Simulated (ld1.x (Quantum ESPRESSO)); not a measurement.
## LDA (PZ) ultrasoft dataset for palladium (Pd), scalar-relativistic all-electron reference.

* Element: palladium (Pd)
* Generator: ld1.x (Quantum ESPRESSO) 7.5
* Type: ultrasoft
* Functional: LDA (PZ)
* Relativity: scalar-relativistic
* Frozen core: [Ar] 3d10
* Valence charge: 18
* Reference configuration: 4s2 4p6 4d10 5s0 5p0
* Partial waves: 4s (bound): rcut 1.45, rcutus 1.60 bohr; 5s (bound, empty): rcut 1.45, rcutus 1.60 bohr; 4p (bound): rcut 1.85, rcutus 2.20 bohr; 5p (bound, empty): rcut 1.85, rcutus 2.20 bohr; 4d (bound): rcut 1.10, rcutus 1.20 bohr; 4d channel at 0.05 Ry: rcut 1.10, rcutus 1.20 bohr
* Local potential: all-electron potential smoothed inside 1.14 bohr (lloc = -2)
* Core correction: a·sin(br)/r model core inside 1.20 bohr
* Augmentation charge: PSQ, inside the norm-conserving radii

All-electron outer shells of the reference configuration (LDA (PZ), scalar-relativistic, ld1.x):

```csv
shell,level (eV),outermost node (bohr),outermost maximum (bohr)
3p,-515.83,0.15,0.34
3d,-325.96,–,0.28
4s,-85.44,0.45,0.85
4p,-51.36,0.46,0.91
4d,-4.31,0.45,1.10
5s,-3.62,1.15,2.64
5p,-0.36,1.31,4.09
```

Results:

| Quantity | Value |
| --- | --- |
| Cutoffs needed | 80 Ry and 140 Ry (the cutoffs (Ry, on a coarse ladder) from which the occupation-weighted sum of valence levels, in a spherical-Bessel basis at the reference potential, stays within 10 and 1 mRy of its value at 400 Ry) |
| Ghost test | no extra level below or beside the all-electron valence levels (s, p, d, f tested) (spherical-Bessel basis up to 400 Ry, 20 bohr box) |
| Largest excitation error | +24 meV (all-electron minus pseudo) for 4s2 4p6 4d7 5s0 5p0, out of 7 test configurations |
| Lowest eigenvalue of the overlap operator | 0.09 (s channel) |
| Density cutoff estimated by the generator | 354 Ry |

Generation and tests took about 2.8 s on one core of a shared server CPU.
